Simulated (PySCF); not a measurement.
Species: C6H9P2 (charge -1).
SMILES with atom numbers: `[CH3:1][CH:2]([CH3:3])[c:4]1[cH:5][p-:6][cH:7][p:8]1`

Geometry (GFN2-xTB, Å), atoms numbered from 1 in this order:
```
atom  x, y, z in Å
C1    -1.481   -1.238    0.182
C2    -0.621   -0.307   -0.675
C3    -1.368    0.996   -0.966
C4     0.708   -0.038   -0.012
C5     0.827    0.572    1.212
P6     2.426    0.811    1.860
C7     3.196    0.082    0.497
P8     2.211   -0.511   -0.791
H9    -2.422   -1.473   -0.320
H10   -1.705   -0.769    1.138
H11   -0.946   -2.165    0.375
H12   -0.419   -0.808   -1.631
H13   -0.768    1.633   -1.614
H14   -2.323    0.797   -1.457
H15   -1.560    1.537   -0.041
H16   -0.036    0.901    1.783
H17    4.275   -0.005    0.450
```

Definitions: NICS(0) = −σiso at the ring centroid; NICS(1) = −σiso and NICS(1)zz = −σzz at ±1 Å along the ring normal z. Level: GIAO PBE0/pcSseg-1 (PySCF, non-relativistic, gas phase) on the GFN2-xTB geometry, one conformer.

Ring bond lengths (Å), with Mayer bond orders in brackets: C4–C5 1.373 (1.51), C5–P6 1.742 (1.25), P6–C7 1.727 (1.33), C7–P8 1.726 (1.31), P8–C4 1.757 (1.23).

Task: Give the NICS values of each ring in ppm.

Result: 
```json
{"ring": "C4–C5–P6–C7–P8", "type": "5-membered ring with 2 P; formal bonds all aromatic", "NICS(0)": "-11.3", "NICS(1), two faces": "-11.2 / -11.2", "NICS(1)zz, two faces": "-29.0 / -28.9", "rms pucker (Å)": "0.00", "centre to ring atoms, mean (Å)": "1.41"}
```

Task: What can be read from them?

Result: 
- C4–C5–P6–C7–P8: mean NICS(1)zz -29.0 ppm, shielded.

Task: What does the geometric index give? HOMA = 1 − mean of α(R − Ropt)² over the ring bonds, with Krygowski's 1993 parameters (CC: Ropt 1.388 Å, α 257.7 Å⁻²; CP: Ropt 1.698 Å, α 118.91 Å⁻²).

Result: 
- C4–C5–P6–C7–P8: HOMA 0.82; the largest term is that of P8–C4, α(R − Ropt)² = 0.41.
